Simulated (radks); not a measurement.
Hf+, 71 electrons, occupied as [Xe] 4f14 5d1 6s2 (the NIST ground configuration).

Method: Dirac Kohn-Sham, LDA (Slater exchange, Perdew-Wang correlation), spin-unpolarised, spherical densities, finite nucleus; open shells are shared between the two j in proportion to 2j + 1; Fermi nuclear charge, rms radius 5.347 fm; computed with a radial shooting solver on a logarithmic mesh with Libxc functionals.

Energy parts (eV):
| part | energy |
|---|---|
| total | -410519.83 |
| kinetic | 458907.23 |
| electron-nucleus | -1021783.59 |
| Hartree | 160526.96 |
| exchange-correlation | -8170.42 |

Orbitals (lengths in bohr, moments of r in powers of bohr; <r^-3> diverges for s and p1/2):
orbital	occ.	eigenvalue (eV)	<r^-3>
1s1/2	2	-65131.63	-
2s1/2	2	-11141.33	-
2p1/2	2	-10647.21	-
2p3/2	4	-9456.744	14840
3s1/2	2	-2545.128	-
3p1/2	2	-2325.006	-
3p3/2	4	-2069.964	3315
3d3/2	4	-1695.090	571.0
3d5/2	6	-1639.409	490.3
4s1/2	2	-519.5204	-
4p1/2	2	-429.2680	-
4p3/2	4	-370.6806	760.9
4d3/2	4	-221.8426	113.7
4d5/2	6	-211.1126	95.61
5s1/2	2	-76.3727	-
5p1/2	2	-50.6292	-
5p3/2	4	-42.6926	100.9
4f5/2	6	-27.3457	16.04
4f7/2	8	-25.5963	15.26
6s1/2	2	-12.0757	-
5d3/2	0.4	-11.2905	6.300
5d5/2	0.6	-10.7185	5.111
6p1/2	0	-7.5780	-
6p3/2	0	-6.8334	9.716
7s1/2	0	-3.2444	-

The highest occupied level is 5d5/2 at -10.719 eV. The density falls to 0.001 e/bohr^3 at r = 4.57 bohr.
